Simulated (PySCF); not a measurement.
## Two-component Hartree-Fock for Cu³⁺ (copper, charge +3)

Start: [Ar] 3d7 4p1; 3d3/2 filled at m_j = +1/2, +3/2; 3d5/2 filled at m_j = -3/2, -1/2, +1/2, +3/2, +5/2; 4p3/2 filled at m_j = +3/2. Calculated with PySCF 2.14 in x2c-TZVPall-2c with one added diffuse shell each of s, p, d type (7s8p5d1f, 63 functions): generalised Hartree-Fock with the X2C-1e Hamiltonian and a Gaussian nucleus; one run each with spin-orbit coupling (SO) switched off, then screened by Boettger's factors. This is a chosen level, not necessarily the ground level.

```csv
spinor shell,electrons,"ε, spin-free (eV)","ε, screened SO (eV)",weight of nominal j (screened SO),"rms radius, screened SO (bohr)"
1s1/2,2,-9106.6,-9106.4,1.000,0.0601
2s1/2,2,-1194.7,-1194.7,1.000,0.254
2p1/2,2,-1035.1,-1049.7,0.995,0.226
2p3/2,4,-1035.1,-1027.9,0.998,0.229
3s1/2,2,-198.11,-198.12,1.000,0.750
3p1/2,2,-148.10,-154.59,0.662,0.781
3p3/2,4,-148.10,-144.91,0.831,0.790
3d5/2,5,-72.188,-73.570,0.572,0.890
3d3/2,2,-72.188,-68.870,0.670,0.906
4p3/2,1,-32.781,-32.697,1.000,2.50
```

```tsv
quantity	spin-free	screened SO
E (hartree)	-1650.16044	-1650.20574
M_J	6	6
⟨J²⟩	42.004	42.004
⟨L²⟩	20.003	20.046
⟨S²⟩	6.001	5.985
```

Each row is a mean over spinors that exchange with the open shell spreads, by up to 15.032 eV (3p3/2).

Rows whose weight is well below 1 are mixtures of j = l ± 1/2: exchange outweighs spin-orbit coupling there, and the label is only the starting occupation.

Without spin-orbit coupling the j labels of p, d and f shells carry no meaning; the spin-free column gives the mean over the occupied spinors of each nl shell.
